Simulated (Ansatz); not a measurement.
A structure relaxed at r2SCAN-D4/def2-SVP in Ansatz, charge 0, singlet:

```xyz
24

Al   -1.178   -3.762   -2.446
Al    0.175   -3.727   -0.044
Al    2.327   -0.779   -1.778
Al   -1.177   -1.046   -1.385
Al   -0.396    0.612    0.697
Al   -2.434    1.609   -0.887
Al   -1.148    1.316    3.283
Al    1.138    0.299    3.039
Al    2.862    1.031    0.522
Al    0.733    2.991    1.768
Al   -2.619    3.172    1.470
F     0.509   -4.897    1.117
F     3.598   -1.890   -1.877
F    -2.398    0.221   -2.074
Sb   -2.513   -3.093   -0.343
Sb    1.324   -4.267   -2.505
Sb    0.410   -1.616   -3.496
Sb    1.421   -1.392    0.871
Sb    2.996    1.761   -1.917
Sb   -3.024    0.419    1.523
Sb    0.320    2.817   -0.938
Sb   -2.900    4.103   -0.935
Sb   -1.079    3.970    3.471
Sb    3.052    2.150    2.862
```

**Question.** Give its formula.

**Answer.** Al11Sb10F3.

**Question.** Summarise the bond lengths by kind (pairs closer than 1.2 times the sum of covalent radii, bridged metal pairs left out).

**Answer.** 30 × Al–Sb 2.54 to 3.01 Å; 4 × Al–F 1.68 to 1.89 Å; 2 × Al–Al 2.51 to 2.77 Å; 2 × Sb–Sb 2.97 to 3.04 Å.

In the def2 sets Sb takes a core potential; there is no spin–orbit coupling. Single mean-field runs in def2-SVP are fitted with def2-universal-jkfit. The restricted singlet is unstable towards broken spin symmetry in Hartree–Fock (as tested in another run); at r2SCAN-D4/def2-SVP this wasn't settled. Another isomer (singlet) lies 0.68 eV lower at PBE0-D4/def2-TZVP; other spin states weren't run for this one.
